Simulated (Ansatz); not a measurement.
## Isomers

Structures of AlB2H4Cl, singlet, relaxed at PBE0-D4/def2-TZVP (vibrations not checked; lower isomers may exist, and structures with a doubtful reference or unclear bonds are left out). Computed with Ansatz 0.2.0 (basis: def2-TZVPP); correlated methods freeze the cores. B3LYP uses VWN-RPA correlation.

Question: Rank them by CCSD(T) energy, lowest first, and give each one's height above the lowest. Links in brackets join atoms within 1.22 times the sum of their covalent radii (1.1 for two metals). (Judge from chemistry; the value comes from the calculation.)
A.
AlB₂H₄Cl ([Cl][B]12[H][AlH]13[H][BH]23)
```
8
angstrom
B -1.1069 0.5047 0.3814
Al 0.5183 1.4577 -0.3905
B -0.1263 -0.5199 -0.3881
Cl -0.4282 -1.9635 -1.3399
H -2.2857 0.5652 0.5076
H -0.5139 1.3785 1.0943
H 1.1280 -0.2669 -0.3526
H 1.7643 2.4000 -0.1827
```
B.
AlB₂H₄Cl ([Cl][AlH]1[BH]2[H][BH]21)
```
8
angstrom
B -1.1237 -0.2111 -0.4952
B -0.7149 -0.4859 0.8827
Al 1.1420 0.0207 -0.2079
Cl 1.7257 1.5581 -1.5180
H -1.4047 0.1586 -1.5785
H -1.3824 0.6170 0.5269
H -0.4460 -0.6884 2.0135
H 2.2803 -0.9524 0.2818
```
C.
AlB₂H₄Cl ([BH2][AlH][BH][Cl])
```
8
angstrom
B -1.1833 1.3831 0.5547
Al 0.3491 0.4201 -0.5374
B 1.0270 -1.5324 -0.0131
Cl 0.1883 -2.9064 -0.7137
H -2.3478 1.2347 0.3054
H -0.9590 2.1050 1.4871
H 1.0059 1.1318 -1.8078
H 1.9200 -1.8359 0.7248
```
D.
AlB₂H₄Cl ([Cl][AlH][B]12[H][BH]1[H]2)
```
8
angstrom
B 0.0767 1.7360 -1.2970
B 0.1666 0.4221 -0.6345
Al 0.2842 -1.4428 0.2294
Cl -1.5214 -2.4583 0.5965
H -0.0086 2.8488 -1.6719
H 0.9682 1.4230 -0.3114
H -0.8410 1.2500 -0.4135
H 1.6140 -2.1972 0.6184
```

Answer: The calculation gives: B (0.00 kcal/mol), D (5.22 kcal/mol), A (11.29 kcal/mol), C (39.72 kcal/mol). Heights count from the lowest.

Question: Do PBE-D4, r2SCAN-D4, PBE0-D4, B3LYP-D4, wB97M-V, HF, MP2 give the same order? (A judgement: the text doesn't fix the answer.)

Answer: By the calculation: All do.

T1 diagnostic: at most 0.014.

For scale, one of the runs: CCSD(T)/def2-TZVPP, 202 basis functions, launched by `ansatz run in.yaml --threads 2 --pin off --events-out ev --progress --plain --max-ram 4352MiB`. Hardware: 2 CPU threads of an Arm Neoverse V2, shared host. Wall time 41 s; peak host memory 2.3 GiB.
